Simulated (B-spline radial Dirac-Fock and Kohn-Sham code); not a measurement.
Kohn-Sham estimates against Dirac-Fock for the levels of Eu³¹⁺

System: the Eu³¹⁺ ion, configuration [Ar] 3d10 4s2 4p2.

The density-functional columns are spherical, spin-unpolarised Dirac-Kohn-Sham results without Breit or QED terms: −ε is minus the orbital energy of the initial state and ΔSCF the difference of two total energies. The reference in the last column comes from Dirac-Fock ΔSCF + Breit + QED. All numbers are from a radial B-spline solver, in eV; a selection of levels is shown. The Kohn-Sham columns are given as differences from the reference. For the 1s level of heavy atoms much of the gap between ΔSCF and the reference is the Breit and QED part, -205.0 eV here; for other levels the error of the functional can be larger.

```tsv
level	LDA −ε − DF	LDA ΔSCF − DF	Dirac-Fock
K	-280.6	+192.7	49721.5
L1	-161.7	-57.0	9240.9
L2	-123.2	+3.7	8804.6
L3	-130.0	-13.4	8162.1
M1	-87.2	-42.7	2928.0
M2	-70.6	-24.2	2740.9
M3	-69.7	-25.3	2603.1
M4	-49.1	+0.7	2290.7
M5	-49.9	-0.8	2261.2
N1	-17.9	+4.7	1321.7
N2,3	-18.4	+3.7	1224.1
```

Values without a named source are computed, but for edge energies of neutral atoms, which are taken from tables.
